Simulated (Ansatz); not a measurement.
AlCl3, triplet, geometry from GFN2-xTB (such geometries of metal compounds can be far from the true shape) (a higher spin typed on purpose: for a closed-shell molecule this is an excited state). Base run: Ansatz (a quantum-chemistry and plane-wave program) with B3LYP/def2-SV(P).

The Ansatz input:
Ansatz 0.2 input:
```yaml
crystal:
  periodic: [false, false, false]
  atoms:
    - {symbol: Al, position_ang: [0.42331902, 0.42832334, -0.04189341]}
    - {symbol: Cl, position_ang: [-1.24093008, -1.00488612, 0.01916959]}
    - {symbol: Cl, position_ang: [-0.32707159, 2.13242496, -0.98591657]}
    - {symbol: Cl, position_ang: [1.24428712, -1.45508022, 0.99878312]}
basis:
  gaussian:
    orbitals: def2-SV_P_.json
hamiltonian:
  xc: b3lyp
magnetization: {spin_polarized: true, initial_magnetization: 2}
```
The basis file holds def2-SV(P) in the JSON format of the Basis Set Exchange.

The base run was repeated with changes; each row names its change, and settings that it needs were set with it.

```json
[
 {"change": "base", "E (Eh)": "-1622.62161", "SCF-reference <S^2>": "2.004", "core-seconds (rough)": "4"},
 {"change": "functional = B2GP-PLYP", "E (Eh)": "-1621.80061", "SCF-reference <S^2>": "2.011", "core-seconds (rough)": "7"},
 {"change": "functional = blyp; dispersion = d3bj", "E (Eh)": "-1622.56568", "SCF-reference <S^2>": "2.002", "core-seconds (rough)": "20"},
 {"change": "functional = pbe", "E (Eh)": "-1621.86626", "SCF-reference <S^2>": "2.003", "core-seconds (rough)": "20"},
 {"change": "functional = hf", "E (Eh)": "-1619.95238", "SCF-reference <S^2>": "2.016", "core-seconds (rough)": "9"},
 {"change": "functional = revpbe", "E (Eh)": "-1622.25772", "SCF-reference <S^2>": "2.003", "core-seconds (rough)": "20"},
 {"change": "functional = wB97M-V", "E (Eh)": "-1622.48287", "SCF-reference <S^2>": "2.004", "core-seconds (rough)": "20"},
 {"change": "functional = b3lyp; dispersion = d3bj", "E (Eh)": "-1622.63096", "SCF-reference <S^2>": "2.004", "core-seconds (rough)": "5"},
 {"change": "functional = hse06", "E (Eh)": "-1621.96874", "SCF-reference <S^2>": "2.005", "core-seconds (rough)": "5"},
 {"change": "functional = wB97X-V", "E (Eh)": "-1622.30482", "SCF-reference <S^2>": "2.006", "core-seconds (rough)": "10"},
 {"change": "functional = PBE-QIDH", "E (Eh)": "-1621.58548", "SCF-reference <S^2>": "2.011", "core-seconds (rough)": "9"},
 {"change": "functional = pbe0", "E (Eh)": "-1621.99731", "SCF-reference <S^2>": "2.005", "core-seconds (rough)": "5"},
 {"change": "functional = B2PLYP", "E (Eh)": "-1621.99549", "SCF-reference <S^2>": "2.009", "core-seconds (rough)": "7"}
]
```

Absolute energies of different levels of theory aren't comparable as measures of quality.
